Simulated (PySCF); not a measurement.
Match the calculated data to a structure.

All candidates are C5H6OS.

| technique | computed result |
| --- | --- |
| Rotational structure | rotational constants A, B, C: 5.912, 1.293, 1.207 GHz [GFN2-xTB] |
| 1H NMR | chemical shifts (computed TMS as zero) by class: 7.36 (1 H), 6.65 (1 H), 6.54 (1 H), 3.81 (2 H), 2.09 (1 H) ppm [GIAO PBE0/pcSseg-1] |
| Dipole | 1.52 D [PBE0/pcSseg-1] |
| 13C NMR | chemical shifts (computed TMS as zero) by class: 160.9 (1 C), 145.5 (1 C), 118.7 (1 C), 114.9 (1 C), 28.3 (1 C) ppm [GIAO PBE0/pcSseg-1] |
| NMR, other nuclei | isotropic shieldings of nuclei other than C and H, by class: 34 (1 O), 534 (1 S) ppm [GIAO PBE0/pcSseg-1] |

Electronic properties: PySCF, gas phase, density fitting. Levels stand in brackets. The structure is a single GFN2-xTB conformer in the gas phase; no vibrational or solvent corrections. NMR classes are plain means over equivalent atoms (diastereotopic ones count apart unless rotation or inversion swaps them), as if these changed places fast.

Question: Which candidate is it?
A. `SCc1ccco1`
B. `C#CC(=C)[S@@](C)=O`
C. `O=CC1=CCCS1`

Answer: A. It is `SCc1ccco1`. Numbering: `[SH:1][CH2:2][c:3]1[cH:4][cH:5][cH:6][o:7]1`. Its formula, C5H6OS, gives 3 degrees of unsaturation: 1 ring and 2 π bonds in the structure found (Kekulé form). 5 carbons fall into 5 classes; from least to most shielded: substituted aromatic carbon [C3] (160.9 ppm), aromatic CH next to a ring oxygen [C6] (145.5 ppm), aromatic CH carbon [C5] (118.7 ppm), aromatic CH carbon [C4] (114.9 ppm), chain sp3 carbon bound to sulfur [C2] (28.3 ppm). Hydrogen classes from least to most shielded: 1 H on an aromatic CH next to a ring oxygen, C6 (7.36 ppm), 1 H on an aromatic CH carbon, C5 (6.65 ppm), 1 H on an aromatic CH carbon, C4 (6.54 ppm), 2 H on an sp3 carbon bound to sulfur, C2 (3.81 ppm, a mean of values up to 0.8 ppm apart in this geometry), 1 H on a thiol sulfur, S1 (2.09 ppm). The other shieldings belong to: 34 ppm, furan-type oxygen [O7]; 534 ppm, thiol sulfur [S1]. The optimised geometry has point group C1 and is an asymmetric top.

The others, at the same levels:
- `O=CC1=CCCS1` fails: its computed 13C shifts are 187.8 (1 C), 150.2 (1 C), 136.5 (1 C), 39.7 (1 C), 35.8 (1 C) ppm, 1H shifts are 9.60 (1 H), 6.59 (1 H), 3.44 (2 H), 3.20 (2 H) ppm and rotational constant A is 4.443 GHz (against 5.912 GHz).
- `C#CC(=C)[S@@](C)=O` fails: its computed 13C shifts are 151.8 (1 C), 133.2 (1 C), 99.7 (1 C), 81.6 (1 C), 48.9 (1 C) ppm, 1H shifts are 6.76 (1 H), 6.76 (1 H), 3.43 (1 H), 2.51 (3 H) ppm and rotational constant A is 3.641 GHz (against 5.912 GHz).

Each candidate is one conformer, not necessarily the lowest. Dipoles, sizes and rotational constants follow the conformer. The torsions of the flexible species, by atom-mapped SMILES:
- `[SH:1][CH2:2][c:3]1[cH:4][cH:5][cH:6][o:7]1`: S1–C2–C3–C4 -87°, H–S1–C2–C3 -59°
- `[O:1]=[CH:2][C:3]1=[CH:4][CH2:5][CH2:6][S:7]1`: O1–C2–C3–C4 2°
- `[CH:1]#[C:2][C:3](=[CH2:4])[S@@:5]([CH3:6])=[O:7]`: C2–C3–S5–C6 70°
